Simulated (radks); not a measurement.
Values are calculated unless marked as measured or tabulated.
Polarisability of the chlorine ion Cl+, [Ne] 3s2 3p4, at imaginary frequency. Code: a radial shooting solver on a logarithmic mesh with Libxc functionals. Model: scalar-relativistic Kohn-Sham, LB94 model potential, spin-unpolarised, spherical densities, finite nucleus; Fermi nuclear charge, rms radius 3.3654 fm. Response by self-consistent Sternheimer equations with the Hartree and adiabatic LDA kernel, the relativistic mass of each level held fixed and spin-orbit coupling left out.

| w (hartree) | alpha1(iw) (bohr^3) |
|---|---|
| 0.00266 | 8.845 |
| 0.0143 | 8.841 |
| 0.0360 | 8.821 |
| 0.0697 | 8.754 |
| 0.118 | 8.590 |
| 0.186 | 8.241 |
| 0.280 | 7.592 |
| 0.413 | 6.537 |
| 0.605 | 5.089 |
| 0.892 | 3.469 |
| 1.35 | 2.030 |
| 2.12 | 1.012 |
| 3.59 | 0.4279 |
| 6.94 | 0.1488 |
| 17.5 | 0.03411 |

Static values: alpha1 = 8.845 bohr^3 (1.311 angstrom^3; uncoupled 14.03). C6 = 42.04, triple-dipole C9 = 274.0 atomic units. One-pole (London) frequency 4 C6 / (3 alpha1^2) = 0.717 hartree, against 0.918 for minus the highest occupied eigenvalue.
